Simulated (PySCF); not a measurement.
Al(Me)3 (C₃H₉Al), SMILES [CH3][Al]([CH3])[CH3]. Atoms are numbered in the order given.

```xyz
13

Al    -0.0001     0.0001     0.0002
C     -1.3604    -1.4183    -0.1760
H     -1.4287    -1.7727    -1.2284
H     -2.3725    -1.0310     0.0754
H     -1.1720    -2.3045     0.4639
C     -0.1666     1.6625    -1.0495
H      0.7300     1.8195    -1.6890
H     -0.2159     2.5500    -0.3805
H     -1.0579     1.6909    -1.7092
C      1.5271    -0.2442     1.2255
H      2.2267     0.6161     1.2497
H      2.1152    -1.1475     0.9499
H      1.1764    -0.4218     2.2662
```

Geometry: PBE-D3(BJ)/def2-SVP. The isomer is the one that the SMILES or the coordinates give; other isomers of the formula were not compared.

The numbers are results of PBE-D3(BJ)/def2-SVP run with PySCF 2.14.0, not measurements.

Frequencies are harmonic and unscaled.

```json
[
 {"mode": "1", "ν (cm⁻¹)": "19", "IR (km/mol)": "0.0", "moving atoms (share of kinetic energy)": "H 97 %"},
 {"mode": "2", "ν (cm⁻¹)": "19", "IR (km/mol)": "0.0", "moving atoms (share of kinetic energy)": "H 97 %"},
 {"mode": "3", "ν (cm⁻¹)": "44", "IR (km/mol)": "0.1", "moving atoms (share of kinetic energy)": "H 97 %"},
 {"mode": "4", "ν (cm⁻¹)": "161", "IR (km/mol)": "2.8", "moving atoms (share of kinetic energy)": "C 47 %, H 39 %, Al 14 %"},
 {"mode": "5", "ν (cm⁻¹)": "161", "IR (km/mol)": "2.8", "moving atoms (share of kinetic energy)": "C 47 %, H 39 %, Al 14 %"},
 {"mode": "6", "ν (cm⁻¹)": "174", "IR (km/mol)": "4.0", "moving atoms (share of kinetic energy)": "Al 46 %, H 40 %, C 14 %"},
 {"mode": "7", "ν (cm⁻¹)": "502", "IR (km/mol)": "0.0", "moving atoms (share of kinetic energy)": "C 74 %, H 26 %"},
 {"mode": "8", "ν (cm⁻¹)": "522", "IR (km/mol)": "0.0", "moving atoms (share of kinetic energy)": "H 85 %, C 15 %"},
 {"mode": "9", "ν (cm⁻¹)": "522", "IR (km/mol)": "0.0", "moving atoms (share of kinetic energy)": "H 85 %, C 15 %"},
 {"mode": "10", "ν (cm⁻¹)": "563", "IR (km/mol)": "0.0", "moving atoms (share of kinetic energy)": "H 81 %, C 19 %"},
 {"mode": "11", "ν (cm⁻¹)": "624", "IR (km/mol)": "6.7", "moving atoms (share of kinetic energy)": "C 42 %, H 38 %, Al 21 %"},
 {"mode": "12", "ν (cm⁻¹)": "624", "IR (km/mol)": "6.7", "moving atoms (share of kinetic energy)": "C 42 %, H 38 %, Al 21 %"},
 {"mode": "13", "ν (cm⁻¹)": "690", "IR (km/mol)": "110.0", "moving atoms (share of kinetic energy)": "H 64 %, C 22 %, Al 14 %"},
 {"mode": "14", "ν (cm⁻¹)": "734", "IR (km/mol)": "169.1", "moving atoms (share of kinetic energy)": "H 49 %, Al 27 %, C 24 %"},
 {"mode": "15", "ν (cm⁻¹)": "734", "IR (km/mol)": "169.1", "moving atoms (share of kinetic energy)": "H 49 %, Al 27 %, C 24 %"},
 {"mode": "16", "ν (cm⁻¹)": "1161", "IR (km/mol)": "38.3", "moving atoms (share of kinetic energy)": "H 79 %, C 21 %"},
 {"mode": "17", "ν (cm⁻¹)": "1161", "IR (km/mol)": "38.3", "moving atoms (share of kinetic energy)": "H 79 %, C 21 %"},
 {"mode": "18", "ν (cm⁻¹)": "1162", "IR (km/mol)": "0.0", "moving atoms (share of kinetic energy)": "H 81 %, C 19 %"},
 {"mode": "19", "ν (cm⁻¹)": "1373", "IR (km/mol)": "0.5", "moving atoms (share of kinetic energy)": "H 96 %"},
 {"mode": "20", "ν (cm⁻¹)": "1373", "IR (km/mol)": "0.5", "moving atoms (share of kinetic energy)": "H 96 %"},
 {"mode": "21", "ν (cm⁻¹)": "1376", "IR (km/mol)": "0.0", "moving atoms (share of kinetic energy)": "H 95 %"},
 {"mode": "22", "ν (cm⁻¹)": "1377", "IR (km/mol)": "0.0", "moving atoms (share of kinetic energy)": "H 95 %"},
 {"mode": "23", "ν (cm⁻¹)": "1377", "IR (km/mol)": "0.0", "moving atoms (share of kinetic energy)": "H 95 %"},
 {"mode": "24", "ν (cm⁻¹)": "1379", "IR (km/mol)": "4.3", "moving atoms (share of kinetic energy)": "H 96 %"},
 {"mode": "25", "ν (cm⁻¹)": "2954", "IR (km/mol)": "6.0", "moving atoms (share of kinetic energy)": "H 97 %"},
 {"mode": "26", "ν (cm⁻¹)": "2954", "IR (km/mol)": "6.0", "moving atoms (share of kinetic energy)": "H 97 %"},
 {"mode": "27", "ν (cm⁻¹)": "2955", "IR (km/mol)": "0.0", "moving atoms (share of kinetic energy)": "H 97 %"},
 {"mode": "28", "ν (cm⁻¹)": "3036", "IR (km/mol)": "21.0", "moving atoms (share of kinetic energy)": "H 91 %, C 9 %"},
 {"mode": "29", "ν (cm⁻¹)": "3036", "IR (km/mol)": "0.0", "moving atoms (share of kinetic energy)": "H 91 %, C 9 %"},
 {"mode": "30", "ν (cm⁻¹)": "3036", "IR (km/mol)": "0.0", "moving atoms (share of kinetic energy)": "H 91 %, C 9 %"},
 {"mode": "31", "ν (cm⁻¹)": "3065", "IR (km/mol)": "0.1", "moving atoms (share of kinetic energy)": "H 91 %, C 9 %"},
 {"mode": "32", "ν (cm⁻¹)": "3065", "IR (km/mol)": "15.2", "moving atoms (share of kinetic energy)": "H 91 %, C 9 %"},
 {"mode": "33", "ν (cm⁻¹)": "3065", "IR (km/mol)": "15.1", "moving atoms (share of kinetic energy)": "H 91 %, C 9 %"}
]
```
